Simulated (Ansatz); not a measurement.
```yaml
atoms:
  - { symbol: N, position_ang: [1.1180, -0.0058, 0.0081] }
  - { symbol: C, position_ang: [0.3263, 1.1239, 0.0040] }
  - { symbol: C, position_ang: [-0.9843, 0.7014, 0.0033] }
  - { symbol: C, position_ang: [-0.9924, -0.7101, -0.0030] }
  - { symbol: C, position_ang: [0.3411, -1.1154, -0.0061] }
  - { symbol: H, position_ang: [2.1265, 0.0060, 0.0080] }
  - { symbol: H, position_ang: [0.7782, 2.1221, 0.0014] }
  - { symbol: H, position_ang: [-1.8597, 1.3719, 0.0019] }
  - { symbol: H, position_ang: [-1.8559, -1.3677, -0.0091] }
  - { symbol: H, position_ang: [0.7609, -2.1165, -0.0020] }
```

Basis set: cc-pVDZ (spherical functions). Left uncorrelated: 5 orbitals. Charge 0, multiplicity 1.

Computed with Ansatz (development build ahead of 0.2.0); each method stands on the lowest determinant of its kind that the runs found. Restricted open shells among the atoms or ions are ROHF, correlated in semicanonical orbitals with singles.

Q: Give the atomization energy at this shape (free ground-state atoms in the same class of orbitals less the molecule, no zero-point energy) of singlet C4H5N by RHF-MP2, RHF.

A:

```
 method  atomization energy
RHF-MP2       4240.2 kJ/mol
    RHF       3182.4 kJ/mol
```
